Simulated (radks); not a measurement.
The numbers below are computed, except where a source is named.
Q: These are the eigenvalues of the occupied orbitals of an atom or ion with whole-number occupations (hartree). Level of theory: non-relativistic Kohn-Sham, LB94 model potential, spin-polarised, spherical densities, point nucleus (a radial shooting solver on a logarithmic mesh with Libxc functionals).

1s: -2224.505
2s: -468.8690
2p: -455.3149
3s: -185.9733
3p: -180.6462

Which element is it, and in what charge state? The configuration may be excited. Open shells, if any, are filled with parallel spins first.

A: Z = 70, ytterbium, charge +52: Yb52+ in [Ar]. The list shows which subshells hold electrons but not how many an open one holds; the 1s level, -2224.5 hartree, gives Z - s = 66.7 by -(Z - s)^2/2, which with screening narrows Z to a few neighbours, and the depths of the outer levels then fix element, charge and occupations together.
